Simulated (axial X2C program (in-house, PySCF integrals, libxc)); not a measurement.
**What spin–orbit coupling does to CuP⁺**

All values were computed with an in-house all-electron X2C program for linear molecules (integrals from PySCF). Spin-free means the one-electron spin-free X2C Hamiltonian; two-component (2c) means X2C with spin–orbit coupling and atomic mean-field two-electron Coulomb and Gaunt terms, so the difference of the two also holds small scalar two-electron terms. Basis: Cu dyall-cv3z [9s9p6d3f2g], P dyall-v3z [8s7p2d1f] (cores contracted in-house); Gaussian nuclei, density fitting, unrestricted open shells. Masses: Cu 62.930 u, P 30.974 u.

Spin-free state: M_S = 3/2, Λ = 0 (beyond evenly filled blocks: σα, π+α, π-α); fragments Cu+ + P.

| level | Re (Å) | ωe (cm⁻¹) | De (eV) | μ (D) |
| --- | --- | --- | --- | --- |
| PBE0 | 2.198 | 295.0 | 1.515 | -0.78 |
| HF | 2.570 | 160.3 | 0.533 | -1.31 |
| MP2 | 2.212 | 260.9 | 1.125 | n/a |
| CCSD | 2.293 | 232.4 | 1.052 | n/a |
| CCSD(T) | 2.239 | 256.0 | n/a | n/a |

Correlated methods: 15 electrons correlated (number of frozen shells: Cu 3 s, 2 p; P 2 s, 1 p), 219 virtual spin orbitals or spinors in MP2, 89 natural virtuals in coupled cluster.

Dipoles are positive if P is the positive end and refer to the centre of mass.

Two-component determinant lowest at the distance of the search:

Ω = 3/2 (⟨Sz⟩ = 1.50, ⟨Lz⟩ = 0.00 at HF); fragments Cu+ + P.

| level | Re (Å) | ωe (cm⁻¹) | De (eV) | μ (D) |
| --- | --- | --- | --- | --- |
| PBE0 | 2.199 | 294.6 | 1.513 | -0.78 |
| HF | 2.571 | 160.2 | 0.532 | -1.32 |
| MP2 | 2.213 | 260.2 | 1.122 | n/a |
| CCSD | 2.295 | 232.0 | 1.041 | n/a |
| CCSD(T) | 2.240 | 255.4 | n/a | n/a |

From the two tables, how do the constants change at the CCSD(T) level (2c against spin-free)?

At the CCSD(T) level Re rises by 0.001 Å and ωe falls by 0.6 cm⁻¹.

Occupations by symmetry block were frozen at the best pattern of an incomplete PBE0 search. Dissociation energies refer to the lowest single-determinant-based atoms at the same level and basis. De is not given where an atomic determinant may have missed its ground term or J level, or where the truncated virtual space spoils (T). Density functionals use the spin component along the axis (collinear). Coupled cluster ran in a truncated set of natural virtual spinors; the MP2 energy of the rest was added. (T) has no such correction and the atoms are truncated less, which lowers De at CCSD(T) by a hundredth of an eV or more. Other states lie close and PBE0, whose exact exchange favours high spin, may order them wrongly; the determinant shown need not be the ground state. The nearest other spin-free determinant of the search, M_S = 1/2, Λ = 1, lies 0.18 eV up at the distance of the search. With several unpaired electrons one determinant need not be a pure state. This is the top spin component of a Σ state; components of lower Ω are not single determinants and can lie lower.
